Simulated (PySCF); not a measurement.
## Electronic structure of Rb (rubidium, neutral) at the PBE0 level

Configuration: [Kr] 5p1, 2P determinant (an excited configuration). All numbers are calculated (PySCF 2.14, scalar relativity by spin-free X2C-1e, in aug-cc-pVQZ-X2C (9s8p6d3f2g, 102 functions)).

```json
{"Total energy": "-2980.66 hartree", "One-electron energy": "-4130.01 hartree", "Hartree (Coulomb) energy": "1250.63 hartree", "Exchange-correlation energy": "-101.28 hartree", "⟨S²⟩": "0.7500", "⟨L²⟩": "2.028", "Sum of ⟨r⟩": "31.04 bohr", "Sum of ⟨r²⟩": "87.80 bohr²", "Traceless quadrupole moment −½Σ⟨3z² − r²⟩ along its main axis": "-24.9 e·bohr²", "Langevin diamagnetic susceptibility": "-69.5 ×10⁻⁶ cm³/mol"}
```

```csv
shell,electrons,mean orbital energy (hartree),spread (hartree),"rms radius, mean of both spins (bohr)"
1s α,1,-554.35027,0,0.0464
1s β,1,-554.35015,0,0.0464
2s α,1,-74.73045,0,0.193
2s β,1,-74.73038,0,0.193
2p α,3,-66.21503,0.00012,0.171
2p β,3,-66.21491,0.00037,0.171
3s α,1,-11.40825,0,0.546
3s β,1,-11.40807,0,0.546
3p α,3,-8.65155,0.00056,0.560
3p β,3,-8.65134,0.00098,0.560
3d α,5,-4.08717,0.00069,0.579
3d β,5,-4.08699,0.00096,0.579
4s α,1,-1.33299,0,1.56
4s β,1,-1.33193,0,1.56
4p α,3,-0.70326,0.00276,1.85
4p β,3,-0.70212,0.00486,1.85
5p α,1,-0.06900,0,7.50
```

Densities and radii are taken from the X2C orbitals without a picture-change correction, which distorts them close to the nucleus.
